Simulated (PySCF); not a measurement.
Frontier orbitals and the lowest excitations

Compound: C₅H₆FPSe.
Structure used (GFN2-xTB), in Å, numbered top down from 1:
```
atom  x, y, z in Å
C1     2.116   -0.016   -0.406
C2     0.650   -0.027   -0.149
C3    -0.037   -0.985    0.500
F4     0.496   -2.091    1.026
P5    -1.800   -0.559    0.675
Se6   -2.615   -0.338    2.571
C7    -1.526    0.920   -0.325
C8    -0.220    1.051   -0.603
H9     2.585   -0.907    0.004
H10    2.567    0.864    0.051
H11    2.308    0.027   -1.477
H12   -2.428   -1.463   -0.193
H13   -2.297    1.634   -0.561
H14    0.201    1.890   -1.135
```

Theory: PySCF 2.14.0, density-fitted response routines, TDDFT B3LYP/def2-SVPD, vertical, gas phase, core orbitals frozen in the response. Relativistic effects, spin–orbit coupling among them, are left out although an element past zinc is present.

Kohn–Sham orbitals with the atoms that hold most of them (Löwdin shares over 4%, at most four atoms; ? is withheld):

```json
{"orbital": "LUMO+2", "ε (eV)": "-0.06", "atoms": "P5 23%, Se6 15%, C3 11%, C1 9%"}
{"orbital": "LUMO+1", "ε (eV)": "-0.24", "atoms": "Se6 36%, H12 21%, P5 18%, C7 6%"}
{"orbital": "LUMO", "ε (eV)": "-2.44", "atoms": "C8 20%, C7 18%, C3 15%, C2 13%"}
{"orbital": "HOMO", "ε (eV)": "-6.16", "atoms": "?"}
{"orbital": "HOMO-1", "ε (eV)": "-6.20", "atoms": "?"}
{"orbital": "HOMO-2", "ε (eV)": "-7.11", "atoms": "C3 22%, C7 21%, C2 17%, C8 10%"}
{"orbital": "HOMO-3", "ε (eV)": "-9.27", "atoms": "C8 21%, Se6 21%, C7 13%, C2 13%"}
```

(1) Which atoms hold the HOMO, and with what shares?

(2) Give the leading atoms of the HOMO-1.

(3) The HOMO–LUMO gap is 3.72 eV. Where does the response calculation put the lowest singlet, and from which orbitals?

(4) One configuration dominates each of S1, S2, S3 and S4. Which, and how do the shares of the two leading atoms of either orbital change from the occupied to the empty one?

Results:

(1) Se6 (bonded to P) 72%; P5 (bonded to 2 C, Se and H) 14%; C7 (bonded to C, P and H) 5%.

(2) Se6 (bonded to P) 75%; P5 (bonded to 2 C, Se and H) 16%.

(3) S1 is at 2.81 eV (f = 0.0009), 0.91 eV below the gap, made of HOMO→LUMO (84%), HOMO-1→LUMO (16%). 

(4) 
- S1 (2.81 eV, f 0.0009), HOMO→LUMO (84%): Se6 72% → at most 13%, P5 14% → at most 13%, C8 at most 4% → 20%, C7 5% → 18%
- S2 (2.91 eV, f 0.017), HOMO-1→LUMO (83%): Se6 75% → at most 13%, P5 16% → at most 13%, C8 at most 4% → 20%, C7 at most 4% → 18%
- S3 (4.08 eV, f 0.029), HOMO-2→LUMO (97%): C3 22% → 15%, C7 21% → 18%, C8 10% → 20%
- S4 (4.90 eV, f 0.0022), HOMO→LUMO+1 (73%): Se6 72% → 36%, P5 14% → 18%, H12 at most 4% → 21%

Löwdin shares depend on the basis, the more so with diffuse functions.

Time: 53 s wall. Hardware: one thread of an Arm Neoverse V1, no GPU (shared host).
